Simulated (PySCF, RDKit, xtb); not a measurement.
Torsional profile of SMILES C(c1ccccc1C#N)=C (C₉H₇N). Scanned: dihedral C1–C2–C3–C4; all other coordinates were relaxed at GFN2-xTB. Points at φ and −φ are mirror images. Heavy atoms are numbered in the order of the SMILES C=Cc1ccccc1C#N, hydrogens after them in the order of the atoms that carry them; the mirror image has the same energies with the sign of each dihedral reversed.

UFF // GFN2-xTB (RDKit); GFN1-xTB // GFN2-xTB (xtb); RKS-B3LYP/6-31G* = restricted B3LYP/6-31G*, spherical d, density fitting // GFN2-xTB run with PySCF.

Energies in kJ/mol, each method relative to its own lowest point.

| φ / ° | UFF | GFN1-xTB | RKS-B3LYP/6-31G* |
|---|---|---|---|
| -160 | 21.9 | 3.5 | 6.8 |
| -140 | 8.9 | 4.2 | 9.3 |
| -120 | 8.4 | 8.4 | 15.0 |
| -100 | 14.6 | 12.9 | 19.7 |
| -80 | 14.8 | 12.7 | 17.6 |
| -60 | 6.1 | 7.8 | 10.1 |
| -40 | 0.0 | 2.6 | 3.0 |
| -20 | 2.6 | 0.3 | 0.2 |
| 0 | 6.9 | 0.0 | 0.0 |
| 20 | 2.6 | 0.3 | 0.2 |
| 40 | 0.0 | 2.6 | 3.0 |
| 60 | 6.1 | 7.8 | 10.1 |
| 80 | 14.8 | 12.7 | 17.6 |
| 100 | 14.6 | 12.9 | 19.7 |
| 120 | 8.4 | 8.4 | 15.0 |
| 140 | 8.9 | 4.2 | 9.3 |
| 160 | 21.9 | 3.5 | 6.8 |
| 180 | 33.2 | 4.1 | 6.5 |
